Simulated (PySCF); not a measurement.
## Zr²⁺ (zirconium, charge +2): UHF calculation

Configuration: [Kr] 4d1 5p1, one real determinant (an excited configuration). All numbers are calculated (PySCF 2.14, the spin-free X2C one-electron Hamiltonian (Gaussian nucleus), in x2c-TZVPPall with one added diffuse shell each of s, p, d, f type (9s7p7d3f1g, 95 functions)).

```
Total energy                                                  : -3595.295526 hartree
One-electron energy                                           : -4937.2546 hartree
Hartree (Coulomb) energy                                      : 1454.5142 hartree
Exchange energy                                               : -112.5552 hartree
⟨S²⟩                                                          : 2.0024
⟨L²⟩                                                          : 8.030
Sum of ⟨r⟩                                                    : 25.62 bohr
Sum of ⟨r²⟩                                                   : 40.55 bohr²
Traceless quadrupole moment −½Σ⟨3z² − r²⟩ along its main axis : -5.42 e·bohr²
Langevin diamagnetic susceptibility                           : -32.1 ×10⁻⁶ cm³/mol
```

| shell | electrons | mean orbital energy (eV) | spread (eV) | rms radius, mean of both spins (bohr) |
| --- | --- | --- | --- | --- |
| 1s α | 1 | -18117.1 | 0 | 0.0426 |
| 1s β | 1 | -18117.1 | 0 | 0.0426 |
| 2s α | 1 | -2599.3 | 0 | 0.176 |
| 2s β | 1 | -2599.1 | 0 | 0.176 |
| 2p α | 3 | -2314.6 | 0.020 | 0.157 |
| 2p β | 3 | -2314.4 | 0.140 | 0.157 |
| 3s α | 1 | -473.70 | 0 | 0.488 |
| 3s β | 1 | -473.57 | 0 | 0.488 |
| 3p α | 3 | -378.18 | 0.286 | 0.496 |
| 3p β | 3 | -378.01 | 0.288 | 0.496 |
| 3d α | 5 | -220.91 | 0.843 | 0.495 |
| 3d β | 5 | -220.60 | 0.359 | 0.495 |
| 4s α | 1 | -87.890 | 0 | 1.29 |
| 4s β | 1 | -86.549 | 0 | 1.29 |
| 4p α | 3 | -60.377 | 0.891 | 1.44 |
| 4p β | 3 | -58.562 | 0.896 | 1.44 |
| 4d α | 1 | -26.544 | 0 | 2.03 |
| 5p α | 1 | -15.690 | 0 | 4.00 |

⟨L²⟩ = 8.03 against 12 for a pure F term, so this real determinant mixes terms.

Densities and radii are taken from the X2C orbitals without a picture-change correction, which distorts them close to the nucleus.

Spin-orbit constants ζ (cm⁻¹) from the X2C one-electron operator on these orbitals: bare nucleus, nucleus screened by l(l+1)(2l+1)/3 electrons, and screened by the Breit-Pauli mean field of the electrons.

| shell | bare | screened nucleus | mean field |
| --- | --- | --- | --- |
| 2p | 469500 | 446000 | n/a |
| 3p | 75650 | 71870 | n/a |
| 3d | 10390 | 7789 | n/a |
| 4p | 9265 | 8801 | n/a |
| 4d | 692.1 | 519.1 | n/a |
| 5p | 994.3 | 944.5 | n/a |

To first order the Landé constant is A = 330.5 cm⁻¹, so the lowest level has J = 2 and lies 0.164 eV below the centre of the term. This holds in LS coupling only.
